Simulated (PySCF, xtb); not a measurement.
Be2F2, SMILES [Be]([Be][F])[F].

GFN2-xTB (xtb) at its own geometry gives an orbital gap of 4.09 eV and a dipole moment of 0.02 D.

Geometry optimised at PBE0-D3(BJ)/def2-TZVP. One conformer was computed; it need not be the lowest.

### Question
What does PBE/def2-TZVPD (PySCF) give? (Estimate from the structure and the level; the computed values follow.)

### Answer
gap 4.88 eV (levels -7.17 and -2.29 eV), dipole 0.00 D.
